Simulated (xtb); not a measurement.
C3H9ClSi (SMILES C[Si](C)(C)Cl), singlet, at a GFN2-xTB geometry; GFN1-xTB with ALPB(dmso) run with xtb 6.7.1.

The xtb input:
```
$ xtb mol.xyz --gfn 1 --alpb dmso --json

# file mol.xyz
14

C     -0.74978598     1.59672421    -0.36729719
Si     0.16935212     0.11507053     0.39960080
C      1.63470173    -0.41130752    -0.69768298
C     -1.02145525    -1.34456870     0.68211767
Cl     0.90913523     0.69442496     2.21566147
H     -1.16721741     1.34294873    -1.33670467
H     -1.56785901     1.92573043     0.26713269
H     -0.08529637     2.44461056    -0.50725592
H      2.17557152    -1.24608658    -0.26096019
H      1.29949050    -0.71684066    -1.68389433
H      2.34259872     0.40224793    -0.82832830
H     -1.44967120    -1.69118153    -0.25323206
H     -1.84256222    -1.06385757     1.33557630
H     -0.51238124    -2.18640934     1.14272773
```

The log (banner, timings and long lists left out):

```
   ID    Z sym.   atoms
    1    6 C      1, 3, 4
    2   14 Si     2
    3   17 Cl     5
    4    1 H      6-14

           -------------------------------------------------
          |                Calculation Setup                |
           -------------------------------------------------

           -------------------------------------------------
          |                 G F N 1 - x T B                 |
           -------------------------------------------------

      * Solvation model:               ALPB
        Solvent                        dmso
        Parameter file                 internal GFN1-xTB/ALPB
        Dielectric constant                4.6680E+01
        Reference state                gsolv [1 M gas/solution]
        Free energy shift                  7.6243E-03 Eh       4.7843E+00 kcal/mol
        Temperature                        2.9815E+02 K
        Density                            1.1000E+00 kg/L
        Solvent mass                       7.8130E+01 g/mol
        Interaction kernel             P16
        Born radius scaling (c1)           1.7672E+00
        Born radii integrator          GBOBC
        Born offset                        0.0000E+00 a0       0.0000E+00 AA
        H-bond correction              true
        Ion screening                  false
        Surface tension                    1.0000E-05 Eh       1.5569E+01 dyn/cm
        Grid points                               230 per atom

          ...................................................
          :                      SETUP                      :
          :.................................................:
          :  # basis functions                  50          :
          :  # atomic orbitals                  48          :
          :  # shells                           30          :
          :  # electrons                        32          :
          :  # halogen bonds                     0          :
          :  max. iterations                   250          :
          :  Hamiltonian                  GFN1-xTB          :
          :  restarted?                      false          :
          :  GBSA solvation                   true          :
          :  PC potential                    false          :
          :  electronic temp.          300.0000000     K    :
          :  accuracy                    1.0000000          :
          :  -> integral cutoff          0.2500000E+02      :
          :  -> integral neglect         0.1000000E-07      :
          :  -> SCF convergence          0.1000000E-05 Eh   :
          :  -> wf. convergence          0.2000000E-04 e    :
          :  Broyden damping             0.4000000          :
          :  net charge                          0          :
          :  unpaired electrons                  0          :
          ...................................................

 iter      E             dE          RMSdq      gap      omega  full diag
   1    -17.5742314 -0.175742E+02  0.779E+00    7.50       0.0  T
   2    -17.5757974 -0.156600E-02  0.471E+00    7.56       1.0  T
   3    -17.5761682 -0.370828E-03  0.190E-01    7.57       1.0  T
   4    -17.5762192 -0.510387E-04  0.442E-02    7.57       1.0  T
   5    -17.5762446 -0.254318E-04  0.175E-02    7.56       1.5  T
   6    -17.5762460 -0.133636E-05  0.634E-03    7.57       4.2  T
   7    -17.5762462 -0.216309E-06  0.988E-04    7.57      27.1  T
   8    -17.5762462 -0.507478E-08  0.579E-05    7.57     461.5  T
   9    -17.5762462 -0.845546E-11  0.196E-05    7.57    1363.7  T

   *** convergence criteria satisfied after 9 iterations ***

         :::::::::::::::::::::::::::::::::::::::::::::::::::::
         ::                     SUMMARY                     ::
         :::::::::::::::::::::::::::::::::::::::::::::::::::::
         :: total energy             -17.382909596566 Eh    ::
         :: total w/o Gsasa/hb       -17.376178200322 Eh    ::
         :: gradient norm              0.025661306129 Eh/a0 ::
         :: HOMO-LUMO gap              7.566490029760 eV    ::
         ::.................................................::
         :: SCC energy               -17.576246207731 Eh    ::
         :: -> electrostatic           0.003536194489 Eh    ::
         :: -> Gsolv                  -0.007344389639 Eh    ::
         ::    -> Gelec               -0.000612993395 Eh    ::
         ::    -> Gsasa               -0.013140121427 Eh    ::
         ::    -> Ghb                 -0.001215553822 Eh    ::
         ::    -> Gshift               0.007624279005 Eh    ::
         :: repulsion energy           0.198930050285 Eh    ::
         :: dispersion energy         -0.005593439120 Eh    ::
         :: halogen bond corr.         0.000000000000 Eh    ::
         :: add. restraining           0.000000000000 Eh    ::
         :: total charge               0.000000000000 e     ::
         :::::::::::::::::::::::::::::::::::::::::::::::::::::

           -------------------------------------------------
          |                Property Printout                |
           -------------------------------------------------

    * Orbital Energies and Occupations

         #    Occupation            Energy/Eh            Energy/eV
      -------------------------------------------------------------
         1        2.0000           -0.9070732             -24.6827
       ...           ...                  ...                  ...
         4        2.0000           -0.6078412             -16.5402
         5        2.0000           -0.5587277             -15.2038
         6        2.0000           -0.5138347             -13.9822
         7        2.0000           -0.5101247             -13.8812
         8        2.0000           -0.5100910             -13.8803
         9        2.0000           -0.5048866             -13.7387
        10        2.0000           -0.5048150             -13.7367
        11        2.0000           -0.4953107             -13.4781
        12        2.0000           -0.4774484             -12.9920
        13        2.0000           -0.4774159             -12.9911
        14        2.0000           -0.4690313             -12.7630
        15        2.0000           -0.4276280             -11.6363
        16        2.0000           -0.4276132             -11.6359 (HOMO)
        17                         -0.1495498              -4.0695 (LUMO)
        18                         -0.1383846              -3.7656
        19                         -0.1374788              -3.7410
        20                         -0.1374695              -3.7407
        21                         -0.0927958              -2.5251
        22                         -0.0927890              -2.5249
        23                         -0.0688307              -1.8730
        24                         -0.0649144              -1.7664
        25                         -0.0648866              -1.7657
        26                         -0.0406690              -1.1067
        27                         -0.0405899              -1.1045
       ...                                ...                  ...
        48                          0.9146774              24.8896
      -------------------------------------------------------------
                  HL-Gap            0.2780634 Eh            7.5665 eV
             Fermi-level           -0.2885815 Eh           -7.8527 eV

  Mulliken/CM5 charges         n(s)   n(p)   n(d)
     1C    -0.20197 -0.31432   1.004  3.198  0.000
     2Si    0.29836  0.09874   1.213  1.634  0.854
     3C    -0.20197 -0.31432   1.004  3.198  0.000
     4C    -0.20200 -0.31435   1.004  3.198  0.000
     5Cl   -0.15210 -0.11024   1.892  5.268 -0.008
     6H     0.05032  0.10529   0.950  0.000  0.000
     7H     0.05143  0.10642   0.949  0.000  0.000
     8H     0.05145  0.10644   0.949  0.000  0.000
     9H     0.05145  0.10643   0.949  0.000  0.000
    10H     0.05037  0.10533   0.950  0.000  0.000
    11H     0.05141  0.10640   0.949  0.000  0.000
    12H     0.05037  0.10533   0.950  0.000  0.000
    13H     0.05143  0.10642   0.949  0.000  0.000
    14H     0.05144  0.10643   0.949  0.000  0.000

Wiberg/Mayer (AO) data.
largest (>0.10) Wiberg bond orders for each atom

 ---------------------------------------------------------------------------
     #   Z sym  total        # sym  WBO       # sym  WBO       # sym  WBO
 ---------------------------------------------------------------------------
     1   6 C    3.956 --     2 Si   1.025     6 H    0.949     7 H    0.945
                             8 H    0.945
     2  14 Si   4.753 --     5 Cl   1.298     3 C    1.025     4 C    1.025
                             1 C    1.025
     3   6 C    3.956 --     2 Si   1.025    10 H    0.949    11 H    0.945
                             9 H    0.945
     4   6 C    3.956 --     2 Si   1.025    12 H    0.949    14 H    0.945
                            13 H    0.945
     5  17 Cl   1.394 --     2 Si   1.298
     6   1 H    0.999 --     1 C    0.949
     7   1 H    0.999 --     1 C    0.945
     8   1 H    0.999 --     1 C    0.945
     9   1 H    0.999 --     3 C    0.945
    10   1 H    0.999 --     3 C    0.949
    11   1 H    0.999 --     3 C    0.945
    12   1 H    0.999 --     4 C    0.949
    13   1 H    0.999 --     4 C    0.945
    14   1 H    0.999 --     4 C    0.945
 ---------------------------------------------------------------------------

Topologies differ in total number of bonds
Writing topology from bond orders to xtbtopo.mol

 dipole moment from electron density (au)
     X       Y       Z
  -0.3394  -0.2661  -0.8337  total (Debye):    2.386

           -------------------------------------------------
          | TOTAL ENERGY              -17.382909596566 Eh   |
          | GRADIENT NORM               0.025661306129 Eh/α |
          | HOMO-LUMO GAP               7.566490029760 eV   |
           -------------------------------------------------

normal termination of xtb
```
